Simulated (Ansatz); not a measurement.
Start from `CNCS[SiH3]` and change one atom or group to get `CNCOC`.

Ansatz, PBE0-D4/def2-TZVP geometries, multiplicity 1. Each molecule was computed in one conformer, which needn't be the lowest.

| property | `CNCS[SiH3]` |
| --- | --- |
| HOMO energy (ωB97M-V/def2-TZVPP) / eV | -8.91 |
| HOMO–LUMO gap (PBE/def2-TZVPP) / eV | 4.80 |
| LUMO energy (PBE/def2-TZVPP) / eV | -0.65 |
| LUMO energy (PBE0/def2-TZVPP) / eV | 0.23 |
| HOMO–LUMO gap (PBE0/def2-TZVPP) / eV | 6.94 |
| size of the dipole moment (ωB97M-V/def2-TZVPP) / D | 1.00 |

(1) What does the change do to each property? (Best estimate.)

Answers

(1) The calculation gave: 
| property | `CNCOC` | shift |
| --- | --- | --- |
| HOMO energy (ωB97M-V/def2-TZVPP) / eV | -9.14 | -0.23 |
| HOMO–LUMO gap (PBE/def2-TZVPP) / eV | 5.54 | 0.74 |
| LUMO energy (PBE/def2-TZVPP) / eV | 0.23 | 0.88 |
| LUMO energy (PBE0/def2-TZVPP) / eV | 1.05 | 0.82 |
| HOMO–LUMO gap (PBE0/def2-TZVPP) / eV | 7.80 | 0.86 |
| size of the dipole moment (ωB97M-V/def2-TZVPP) / D | 1.43 | 0.43 |

Dipoles are sizes alone; their direction can turn.
